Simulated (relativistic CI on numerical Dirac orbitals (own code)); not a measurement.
# Hyperfine structure of Cl XI, mass number 35

Computed by Dirac-Coulomb-Breit CI, orbitals from a KLI potential per configuration, a model potential for QED, unscaled Slater integrals (own radial code, finite nucleus).

Configuration list (outside the closed core 1s2): 2s²2p³, 2s2p⁴, 2p⁵, 2s²2p²3s, 2p⁴3s, 2p⁴3p, 2s²2p²3p, 2p⁴3d, 2s²2p²3d, 2s2p³3s, 2s2p³3p, 2s2p³3d, 2s²2p²4s, 2s²2p²4p, 2s²2p²4d, 2s²2p²4f. Levels of other configurations are missing.

Nuclear spin I = 3/2, μ = 0.8217 μN, Q = -0.0817 b (tables of Stone and Pyykkö). The electronic factors are computed for point nuclear moments, without core polarisation or the Bohr-Weisskopf and QED corrections.

```tsv
Level	E (cm⁻¹)	A (MHz)	B (MHz)
2s²2p³ ²D°3/2	92949	3946	-572
2s²2p³ ²D°5/2	95055	6452	8.54
2s²2p³ ²P°1/2	140446	17740	
2s²2p³ ²P°3/2	143540	3674	589
2s2p⁴ ⁴P5/2	413158	15310	-947
2s2p⁴ ⁴P3/2	422383	14410	753
2s2p⁴ ⁴P1/2	427035	30810	
2s2p⁴ ²D3/2	576770	-4574	1330
```

Levels with J = 0, under 50 % of one LS term, or S terms without an open s electron are left out. Small factors come from cancelling terms and can be off by tens of per cent or more.

At this charge energies of transitions that change n are usually good to better than 1 %, and those within a shell (Δn = 0) to a few per cent.

Q: Give the hyperfine levels of 2s²2p³ ²D°5/2 relative to its centre of gravity.

A: With K = F(F + 1) − I(I + 1) − J(J + 1), E = AK/2 + B[¾K(K + 1) − I(I + 1)J(J + 1)]/[2I(2I − 1)J(2J − 1)]: F = 1: -33870, F = 2: -20970, F = 3: -1618, F = 4: 24200 MHz.
